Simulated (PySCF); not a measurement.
Predicted microwave data (PBE0/pcSseg-1 in PySCF (dipole) on a GFN2-xTB geometry, gas phase) for one isomer of C2H13NSSi4:

* Rotational constants: A = 1065, B = 716.0, C = 602.8 MHz
* Dipole components: |μa| = 0.35 D, |μb| = 0.94 D, |μc| = 1.11 D
* Inertial defect: -341.96 u·Å²
* κ: -0.51

Question: Which candidate fits, each taken in the one conformer that was computed?
A. `[CH3:1][NH:2][Si@@H:3]1[SiH2:4][SiH2:5][S:6][Si@@H:7]1[CH3:8]` with C1–N2–Si3–Si4 -66°, N2–Si3–Si4–Si5 -125°, Si3–Si4–Si5–S6 -15°, Si4–Si5–S6–Si7 34°, Si5–S6–Si7–C8 83°
B. `[CH3:1][SiH2:2][C@@H:3]1[SiH2:4][NH:5][SiH2:6][SiH2:7][S:8]1` with C1–Si2–C3–Si4 178°, Si2–C3–Si4–N5 -57°, C3–Si4–N5–Si6 -39°, Si4–N5–Si6–Si7 9°, N5–Si6–Si7–S8 -7°
C. `[CH3:1][N:2]1[CH2:3][SiH2:4][Si@@H:5]([SiH3:6])[S:7][SiH2:8]1` with C1–N2–C3–Si4 99°, N2–C3–Si4–Si5 50°, C3–Si4–Si5–Si6 -104°, Si4–Si5–S7–Si8 -54°

Answer: B. It is C[SiH2][C@@H]1[SiH2]N[SiH2][SiH2]S1, an asymmetric top, point group C1. The candidates at the same level (rigid rotor, commonest isotopes):

```json
{"SMILES": "CN[Si@@H]1[SiH2][SiH2]S[Si@@H]1C", "A (MHz)": "1112", "B (MHz)": "660.6", "C (MHz)": "474.4", "μa (D)": "3.17", "μb (D)": "0.26", "μc (D)": "1.69", "Δ (u·Å²)": "-154.12", "point group": "C1", "rotor": "asymmetric top"}
{"SMILES": "CN1C[SiH2][Si@@H]([SiH3])S[SiH2]1", "A (MHz)": "1001", "B (MHz)": "703.5", "C (MHz)": "609.8", "μa (D)": "1.40", "μb (D)": "1.66", "μc (D)": "1.29", "Δ (u·Å²)": "-394.46", "point group": "C1", "rotor": "asymmetric top"}
{"SMILES": "C[SiH2][C@@H]1[SiH2]N[SiH2][SiH2]S1", "A (MHz)": "1065", "B (MHz)": "716.0", "C (MHz)": "602.8", "μa (D)": "0.35", "μb (D)": "0.94", "μc (D)": "1.11", "Δ (u·Å²)": "-341.96", "point group": "C1", "rotor": "asymmetric top"}
```

`CN1C[SiH2][Si@@H]([SiH3])S[SiH2]1` has A 6 % too low; `CN[Si@@H]1[SiH2][SiH2]S[Si@@H]1C` has C 21 % too low. No structure here is proved a minimum.
